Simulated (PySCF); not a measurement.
SMILES F[SiH2]C[Si](Cl)(Cl)Cl (CH4Cl3FSi2), PBE0/def2-SVP optimised geometry.

```
11

Si     1.00    -1.14    -0.49
F      0.25    -2.38     0.24
C      0.15     0.45     0.00
Si    -1.71     0.45     0.00
Cl    -2.42     2.38     0.00
Cl    -2.41    -0.48    -1.69
Cl    -2.45    -0.50     1.65
H      0.93    -1.35    -1.96
H      2.42    -1.12    -0.02
H      0.47     1.24    -0.71
H      0.48     0.76     1.01
```

Density from PBE0/def2-TZVP in PySCF at that geometry.

Minimum of the electron density along straight lines between bonded atoms, close to the bond critical point (lines longer than 1.1 times the sum of covalent radii, or with two minima, are not listed):

```tsv
bond	length / Å	ρ at the minimum / e bohr⁻³	∇²ρ there / e bohr⁻⁵	position (fraction from the first atom)
Si1–F2	1.626	0.130	0.88	0.42
Si1–C3	1.876	0.119	0.18	0.39
C3–Si4	1.852	0.128	0.18	0.61
Si4–Cl5	2.056	0.101	0.22	0.36
Si4–Cl6	2.054	0.102	0.22	0.36
Si4–Cl7	2.047	0.103	0.23	0.36
Si1–H8	1.486	0.125	0.14	0.49
Si1–H9	1.489	0.124	0.14	0.49
C3–H10	1.105	0.261	-0.83	0.64
C3–H11	1.104	0.263	-0.84	0.64
```
